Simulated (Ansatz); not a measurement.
Spin states of HOOs (SMILES [OH][Os]), each relaxed at B3LYP-D3(BJ)/def2-TZVP; lowest solutions found, singlets restricted, no spin–orbit coupling, no relativity up to Kr.
Multiplicity 4 (charge 0, multiplicity 4):
```xyz
3

Os    -0.9344    -0.6505    -0.8121
O      0.4451    -0.1311     0.3002
H      0.4562     0.8290     0.4415
```
Multiplicity 6 (charge 0, multiplicity 6):
```xyz
3

Os    -1.0185    -0.7661    -0.8915
O      0.4017    -0.0481     0.2790
H      0.5836     0.8616     0.5422
```

Codes used: Ansatz (Gaussian orbitals). Values without a source in brackets are computed. In def2 rows elements past Kr take small-core potentials, without spin–orbit coupling.

The energy of multiplicity 6 less that of multiplicity 4 (kcal/mol) and the share of exact exchange:

| functional | exact exchange (%) | value |
|---|---|---|
| PBE/def2-TZVPP | 0 | 16.44 |
| PBE0/def2-TZVPP | 25 | 11.10 |
| BLYP/def2-TZVPP | 0 | 19.87 |
| B3LYP/def2-TZVPP | 20 | 16.85 |
| BHLYP/def2-TZVPP | 50 | 10.40 |
| r2SCAN/def2-TZVPP | 0 | 9.17 |
| r2SCANh/def2-TZVPP | 10 | 8.06 |

Problem. Take the value as linear in the share of exact exchange along PBE and PBE0. Give the slope, say whether the sign turns, and set the other functionals against that line.

Solution. 
Slope: (11.10 − (16.44))/2.5 = -2.14 kcal/mol for each 10 %. The line crosses zero at 77 %, where the sign would turn. At 50 % it gives 5.7 kcal/mol. The LYP pair gives (10.40 − (19.87))/5 = -1.90 for each 10 %. BHLYP, at 50 %, lies 4.7 from the PBE line. B3LYP, at 20 %, lies 4.7 from the PBE line. r2SCAN, with none, stands -7.3 from PBE. The r2SCAN pair gives -1.11 for 10 %.

Ansatz is a first-principles code.
